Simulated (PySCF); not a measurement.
Ag⁺: interval between two levels

Ag⁺ [Kr] 4d10 → Ag⁺ [Kr] 4d9 5p1 [3F4, M_J = 4], as a difference of total energies. All numbers are calculated (PySCF 2.14, the two-component X2C-1e Hamiltonian, in x2c-TZVPall-2c with one added diffuse shell each of s, p, d type (9s10p8d1f, 86 functions)). Correlated levels: [Ar] 3d10 frozen; the 6 highest virtual spinors dropped. "Screened" scales the spin-orbit matrix elements by Boettger's factors to mimic the two-electron term; Breit and QED terms are absent.

```json
{"method": "GHF (spin-free)", "interval between two levels (cm⁻¹)": "76624", "error (cm⁻¹)": "-7046"}
{"method": "GMP2 (spin-free)", "interval between two levels (cm⁻¹)": "84389", "error (cm⁻¹)": "+720"}
{"method": "GHF (screened spin-orbit)", "interval between two levels (cm⁻¹)": "75400", "error (cm⁻¹)": "-8269"}
{"method": "GMP2 (screened spin-orbit)", "interval between two levels (cm⁻¹)": "83171", "error (cm⁻¹)": "-498"}
```

Reference: 83670 cm⁻¹ (measured; NIST Handbook of Basic Atomic Spectroscopic Data (Sansonetti and Martin, J. Phys. Chem. Ref. Data 34, 1559 (2005))).

The spin-free rows relax to the high-spin LS determinant and lack the spin-orbit shift.

Errors of the correlated levels include the incompleteness of this basis and the frozen core.

The labels give the starting determinants; with spin-orbit coupling the two ends relaxed to ⟨J²⟩ = 0.00, ⟨L²⟩ = 0.02, ⟨S²⟩ = 0.02 and ⟨J²⟩ = 20.02, ⟨L²⟩ = 12.03, ⟨S²⟩ = 2.02.
